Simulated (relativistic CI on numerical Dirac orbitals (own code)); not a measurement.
# Pd²⁺: 3p photoemission

Computed with this model: Dirac-Coulomb-Breit CI, separate exchange-only KLI orbitals for each configuration, a model potential for QED, valence Slater integrals scaled by 0.8, multiplet model of photoemission in the sudden approximation; configurations [Kr] 4d8 → [Ne] 3s2 3p5 3d10 4s2 4p6 4d8; 300 K; Lorentzian 2 eV and Gaussian 0.6 eV FWHM. Energies are those of the free ion, without screening or charge transfer. The energies are binding energies and can lie tens of eV above those of solids. S is read from ⟨S²⟩ = S(S + 1).

Field parameters in Wybourne normalisation: Oh B⁴₀ = 21Dq, B⁴₄ = √(5/14) B⁴₀. The field is a parameter set, without covalency.

Computed curve for free ion, scaled to 100 at the maximum (points under 2 are left out and the grid is thinned):

(Energy (eV), Intensity): (561.2, 2.1), (561.6, 2.3), (562.0, 2.6), (562.6, 3.1), (563.0, 3.5), (563.4, 4.1), (563.8, 4.7), (564.4, 6.1), (564.8, 7.4), (565.2, 9.1), (565.6, 11.5), (566.0, 14.9), (566.6, 23.4), (567.0, 33.0), (567.4, 48.1), (567.8, 69.5), (568.4, 98.2), (568.8, 96.5), (569.2, 78.7), (569.6, 58.1), (570.0, 42.2), (570.6, 27.4), (571.0, 20.7), (571.4, 15.7), (571.8, 12.1), (572.4, 8.5), (572.8, 6.9), (573.2, 5.7), (573.6, 4.8), (574.0, 4.1), (574.6, 3.4), (575.0, 3.0), (575.4, 2.6), (575.8, 2.4), (576.2, 2.1), (591.6, 2.2), (592.0, 2.5), (592.4, 2.9), (592.8, 3.4), (593.4, 4.5), (593.8, 5.6), (594.2, 7.2), (594.6, 9.4), (595.0, 12.9), (595.6, 22.1), (596.0, 32.3), (596.4, 44.8), (596.8, 53.1), (597.4, 44.5), (597.8, 32.0), (598.2, 21.9), (598.6, 15.2), (599.0, 10.9), (599.6, 7.1), (600.0, 5.6), (600.4, 4.5), (600.8, 3.7), (601.4, 2.8), (601.8, 2.4), (602.2, 2.1)

The ground state has S = 1.00, and the centroid lies at 578.08 eV.
